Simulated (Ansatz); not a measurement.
Consider the homolysis of the N–Si bond: `N#C[SiH2]N[SiH3]` → `[NH][SiH3]`• + `N#C[SiH2]`•.

Program: Ansatz. Geometries: PBE0-D4/def2-TZVP. ΔE: electronic, gas phase. CBS: MP2 limit from def2 TZ/QZ plus the TZ coupled-cluster correction, frozen cores. DFT in def2-TZVPP. B3LYP here is the variant with VWN-RPA as its local correlation; programs differ in this. Open shells (•) are unrestricted, without spin–orbit coupling. One conformer a species, not always the lowest.

`N#C[SiH2]N[SiH3]`:

Cartesian coordinates in Å:
```
N -0.113 -2.377 -2.453
C -0.016 -1.318 -2.010
Si 0.159 0.380 -1.265
N 0.651 0.313 0.368
Si -0.354 0.204 1.779
H 1.171 1.064 -2.100
H -1.178 1.001 -1.365
H 1.643 0.187 0.520
H -0.282 -1.137 2.415
H -1.741 0.467 1.325
H 0.059 1.216 2.786
```

`[NH][SiH3]`•:

Cartesian coordinates in Å:
```
N -1.327 -0.134 -0.291
Si 0.408 0.051 -0.121
H -1.789 -0.252 0.614
H 0.988 -1.091 0.643
H 0.693 1.314 0.619
H 1.027 0.113 -1.465
```

`N#C[SiH2]`•:

```xyz
5

N    -1.881    0.435    1.135
C    -0.944    0.249    0.485
Si    0.477    0.017   -0.645
H     1.656    0.729   -0.103
H     0.692   -1.430   -0.871
```

CCSD(T)/CBS gives +117.4 kcal/mol.

Problem. Another level gave +106.4 kcal/mol. Which?
A. HF/def2-TZVPP
B. CCSD(T)/def2-TZVPP
C. BLYP-D4/def2-TZVPP
D. B3LYP-D4/def2-TZVPP

Solution. C. BLYP-D4 106.4, B3LYP-D4 109.7, HF/def2-TZVPP 87.1, CCSD(T)/def2-TZVPP 113.8 kcal/mol.

Largest T1 diagnostic among the species: 0.027.

From r2SCAN to r2SCAN0 (25 % exact exchange), in def2-TZVPP and without D4, ΔE moves by +1.0 kcal/mol. At CCSD(T), def2-SVP lies −7.8 kcal/mol from the extrapolated value and def2-TZVPP −3.7 kcal/mol: correlation converges slowly with the basis, and small sets miss more of it in the bonded molecule than in its fragments. The D4 term adds +3.7 kcal/mol with B3LYP and +2.1 kcal/mol with PBE0; it sums over pairs of atoms, weighted by their polarisabilities, and B3LYP, whose exchange is more repulsive, gets the larger term.
